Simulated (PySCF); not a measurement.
## Tin: a sound run and one with changed settings

Sound run: Sn⁺ [Kr] 4d10 5s2 5p1, Sn²⁺ [Kr] 4d10 5s2. All numbers are calculated (PySCF 2.14, a scalar-relativistic core potential, in def2-SVP with the def2 core potential (28 electrons) (4s4p2d, 26 functions)). The sound run starts from symmetry-adapted Hartree-Fock orbitals and uses a fine grid where one is needed.

Changed run: basis STO-3G, all-electron and non-relativistic. This setting is unsound on purpose.

| species | method | sound run (hartree) | changed run (hartree) | converged |
| --- | --- | --- | --- | --- |
| Sn⁺ | UHF | -213.08429 | -5963.08043 | yes |
| Sn⁺ | M06-2X | -213.92783 | -5965.23236 | yes |
| Sn⁺ | M06-L | -214.13602 | -5965.15137 | yes |
| Sn²⁺ | UHF | -212.58015 | -5962.65016 | yes |
| Sn²⁺ | M06-2X | -213.40915 | -5964.76708 | yes |
| Sn²⁺ | M06-L | -213.62643 | -5964.68736 | yes |

Ionisation energy of Sn⁺:

```csv
method,sound run (eV),changed run (eV)
UHF,13.718,11.708
M06-2X,14.114,12.661
M06-L,13.867,12.626
```

A minimal basis cannot let orbitals breathe on ionisation and holds almost no correlation. The Hamiltonian changed with the basis, so the totals do not compare.

For comparison, NIST gives 14.633 eV between the lowest levels.
